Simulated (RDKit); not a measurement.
Input for RDKit: UFF on C4H10 (SMILES CCCC), a point of a torsion scan.

```python
from rdkit import Chem
from rdkit.Chem import AllChem, rdDetermineBonds

blocks = [
'''14

C    -1.54348012   -0.27349866    0.44838116
C    -0.76698530    0.56694601   -0.55903363
C     0.67289422    0.06753163   -0.74718065
C     0.83020822   -0.78464461   -2.00146049
H    -1.07612100   -0.21994419    1.42920560
H    -1.57082290   -1.31595585    0.13776839
H    -2.56747185    0.08313023    0.53700419
H    -0.75339067    1.60070347   -0.20607715
H    -1.28460801    0.55807690   -1.51963662
H     0.97618819   -0.50944783    0.12795740
H     1.34991112    0.92136606   -0.82476563
H     0.59738543   -0.20122651   -2.88954979
H     0.16088664   -1.64190418   -1.96887946
H     1.85054460   -1.15152136   -2.09049236
''',
]
mol = None
for b in blocks:
    f = Chem.MolFromXYZBlock(b)
    rdDetermineBonds.DetermineBonds(f, charge=0)
    mol = f if mol is None else Chem.CombineMols(mol, f)
Chem.SanitizeMol(mol)
print(Chem.MolToSmiles(Chem.RemoveHs(mol)))
ff = AllChem.UFFGetMoleculeForceField(mol, vdwThresh=100.0, ignoreInterfragInteractions=False)
e = ff.CalcEnergy()
print(f'UFF energy {e:.6f} kcal/mol')
```

It printed:

```
CCCC
UFF energy 6.504016 kcal/mol
```

The run finished.

Cost: about 0.03 core-seconds (a rough figure).
